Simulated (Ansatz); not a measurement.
Reaction (redistribution): `[BH2][GeH2][CH2][SiH3]` + `P[SiH]1CC1` → `[BH2][GeH2][PH2]` + `[SiH3]C[SiH]1CC1`

Gas-phase electronic energies from Ansatz, PBE0-D4/def2-TZVP geometries. CBS: MP2 limit from def2 TZ/QZ plus the TZ coupled-cluster correction, frozen cores. Functionals use def2-TZVPP. For Ge outer-core shells are correlated without core-valence functions, which leaves a few kJ/mol of doubt a bond. Scalar relativity is left out up to krypton. Each species was taken in one conformer, which may not be the lowest.

`[BH2][GeH2][CH2][SiH3]`:

Z-matrix (Å, degrees):
```
Ge
C 1 1.968
B 1 2.058 2 112.9
H 1 1.549 2 108.9 3 118.8
H 1 1.543 2 108.7 3 -125.5
Si 2 1.866 1 112.2 3 65.5
H 2 1.093 1 109.3 3 -172.1
H 2 1.094 1 107.8 3 -55.4
H 3 1.195 1 120.9 2 22.0
H 3 1.194 1 121.0 2 -160.4
H 6 1.489 2 112.4 1 -173.9
H 6 1.491 2 109.7 1 -53.6
H 6 1.488 2 110.3 1 65.0
```

`P[SiH]1CC1`:

```xyz
11

P     0.755    2.140    0.047
Si   -0.515    0.310    0.159
C    -0.013   -1.116   -0.912
C     0.349   -1.276    0.572
H     0.309    2.678    1.284
H    -0.178    2.893   -0.716
H    -1.946    0.428    0.521
H     0.816   -0.992   -1.601
H    -0.785   -1.775   -1.295
H    -0.196   -2.037    1.123
H     1.405   -1.254    0.818
```

`[BH2][GeH2][PH2]`:

Cartesian coordinates in Å:
```
B -0.025 1.723 0.444
Ge -0.045 -0.311 0.689
P 0.746 -1.150 -1.354
H 0.989 2.337 0.581
H -1.007 2.307 0.093
H -1.429 -0.906 1.008
H 0.957 -0.819 1.743
H 0.215 -2.447 -1.121
H -0.401 -0.734 -2.083
```

`[SiH3]C[SiH]1CC1`:

```xyz
15

Si   -2.415    0.218    0.323
C    -0.697    0.801    0.791
Si    0.583    0.460   -0.518
C     2.273   -0.135   -0.083
C     1.330   -1.219   -0.671
H    -2.436   -1.265    0.217
H    -3.420    0.636    1.338
H    -2.811    0.792   -0.991
H    -0.390    0.297    1.714
H    -0.722    1.875    1.002
H     0.417    1.263   -1.750
H     2.545   -0.259    0.961
H     3.121    0.146   -0.700
H     1.599   -1.609   -1.647
H     1.023   -2.002    0.015
```

| species | PBE energy (Eh) |
| --- | --- |
| `[BH2][GeH2][CH2][SiH3]` | -2434.26465 |
| `P[SiH]1CC1` | -710.86349 |
| `[BH2][GeH2][PH2]` | -2446.25867 |
| `[SiH3]C[SiH]1CC1` | -698.87563 |

(1) Work out ΔE.

Largest T1 diagnostic among the species: 0.013.

## Answers

(1) ΔE = (-2446.25867) + (-698.87563) − (-2434.26465) − (-710.86349) = -0.00616 Eh = -3.9 kcal/mol. CCSD(T)/CBS gives -3.2 kcal/mol.

In def2-TZVPP, CCSD(T) changes the Hartree–Fock value by +1.6 kcal/mol (the triples alone add +0.2 kcal/mol) and MP2 by +1.6 kcal/mol.
